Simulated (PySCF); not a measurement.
**Working out the excitation energy of N²⁺**

N²⁺ [He] 2s2 2p1 (2P) → N²⁺ [He] 2s1 2p2 (4P). All numbers are calculated (PySCF 2.14, the spin-free X2C one-electron Hamiltonian (Gaussian nucleus), in x2c-QZVPPall). Frozen: nothing. Energies in hartree (1 hartree = 27.21139 eV):

```csv
part,N²⁺ (lower),N²⁺ (upper)
UHF,-52.850162,-52.660341
MP2 opposite-spin,-0.075627,-0.019626
MP2 same-spin,-0.005615,-0.015373
```

Q: What does Hartree-Fock give?

A: (-52.660341) − (-52.850162) = 0.189821 hartree = 5.165 eV.

Q: What do MP2 and SCS-MP2 (6/5 opposite-spin, 1/3 same-spin) give?

A: The opposite-spin parts differ by 1.524 eV and the same-spin parts by -0.266 eV. MP2: 5.165 + (1.524) + (-0.266) = 6.423 eV. SCS-MP2: 5.165 + 1.2 × (1.524) + (-0.266)/3 = 6.905 eV.
